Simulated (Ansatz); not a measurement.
`C/C=C/I` + H₂ → `C=CI` + CH₄ at 400 K and 1 bar (hydrogenolysis of a C–C bond).

Isolated molecules relaxed with PBE0-D4/def2-TZVP in Ansatz; ΔE leaves out vibrations. CCSD(T)/CBS is the MP2 limit (def2-TZVPP, def2-QZVPP) plus CCSD(T) − MP2 in def2-TZVPP, frozen cores. This one scheme is used for every species. def2 core potentials past Kr. For I outer-core shells are correlated without core-valence functions, which leaves a few kJ/mol of doubt a bond.

| species | CCSD(T)/CBS energy (Eh) | H − E (kJ/mol) | S (J/(mol·K)) |
| --- | --- | --- | --- |
| `C/C=C/I` | -414.58441 | 208.9 | 342.2 |
| H₂ | -1.17544 | 38.0 | 139.0 |
| `C=CI` | -375.31882 | 128.2 | 301.1 |
| CH₄ | -40.46206 | 131.3 | 197.2 |

H − E and S are ideal-gas, rigid-rotor, harmonic terms from PBE0-D4/def2-TZVP. The MP2-based limit puts H₂ 0.8 mEh under its directly extrapolated value; such offsets cancel only in part. 1 Eh = 2625.50 kJ/mol, R = 8.31446 J/(mol·K).

Task: By hand: ΔE, ΔH, ΔS and ΔG.

Result: ΔE = (-375.31882) + (-40.46206) − (-414.58441) − (-1.17544) = -0.02103 Eh = -55.2 kJ/mol. Δ(H − E) = 128.2 + 131.3 − 208.9 − 38.0 = 12.6, so ΔH = -42.6 kJ/mol. ΔS = 301.1 + 197.2 − 342.2 − 139.0 = 17.1 J/(mol·K). ΔG = -42.6 − 400 × (17.1)/1000 = -49.4 kJ/mol.

Task: By hand: the equilibrium constant, and the temperature at which ΔG would vanish if ΔH and ΔS stayed fixed.

Result: log₁₀ K = −ΔG/(RT ln 10) = 6.5. ΔH and −TΔS have one sign here, so there is no such temperature.

ΔH outweighs TΔS. A doubt of 5 kJ/mol in ΔE shifts log₁₀ K by 0.7 here. These are equilibria of isolated gas molecules and say nothing of rates. Largest T1 diagnostic: 0.010 (customary marks: 0.02 for closed shells, 0.045 for open ones).
